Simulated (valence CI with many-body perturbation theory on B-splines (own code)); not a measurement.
Basis-set convergence for Ag32+

Calculated by configuration interaction combined with many-body perturbation theory (CI+MBPT): five valence electrons over a frozen Dirac-Fock core [Ne], a basis of 9 s, 9 p, 8 d, 6 f, 3 g, 1 h functions for each j, with the one-electron correlation potential Σ1 (screened to all orders), the two-electron term Σ2, the three-electron term Σ3, Breit, model QED; selected single and double excitations, second order for the rest, scaled by the run's own slope (own B-spline code, finite nucleus).

No measured spectrum was set against this ion. As an estimate, large intervals hold to a few tenths of a per cent, small ones and those within an open d or f shell to about a per cent. Among the levels kept, up to 1700 cm⁻¹ of a level comes from second order outside the variational space, and about a tenth of that is noise between levels of different J, which matters for small intervals.

The reference run has the lowest level (3s^2 3p1/2^2 3p3/2) J=3/2 and an ionisation energy of 1963.16 eV. Its largest variational space holds 19999 state functions.

Levels are named by their leading jj configuration (3d3/2^4 stands for four electrons in 3d with j = 3/2), which in mixed levels can hold well under half, so a name can repeat and another be missing. Letters in brackets count levels of one name in rising energy.

Changed runs:
A. basis 6 s, 6 p, 5 d, 3 f, 1 g
B. basis 5 s, 5 p, 4 d, 2 f

Excitation energies of the reference run in cm⁻¹, and shifts in cm⁻¹:

```
                             Level  Reference       A      B
        (3s^2 3p1/2 3p3/2^2) J=3/2     280525     -63   -182
        (3s^2 3p1/2 3p3/2^2) J=5/2     334405     +61   +255
        (3s^2 3p1/2 3p3/2^2) J=1/2     401504    +110   +397
              (3s^2 3p3/2^3) J=3/2     686439     +38   +178
        (3s 3p1/2^2 3p3/2^2) J=5/2     951180    -115   -388
        (3s^2 3p1/2^2 3d3/2) J=3/2     997781    +181   +324
        (3s 3p1/2^2 3p3/2^2) J=1/2    1099470     -19    -42
        (3s 3p1/2^2 3p3/2^2) J=3/2    1123700     +90   +222
        (3s^2 3p1/2^2 3d5/2) J=5/2    1152970    +335   +817
          (3s 3p1/2 3p3/2^3) J=3/2    1267120     -49   -254
(3s^2 3p1/2 3p3/2 3d3/2) J=3/2 [a]    1290180    +137   +171
(3s^2 3p1/2 3p3/2 3d3/2) J=5/2 [a]    1290280    +196   +361
            Ionisation energy (eV)    1963.16  -0.039  -0.13
```
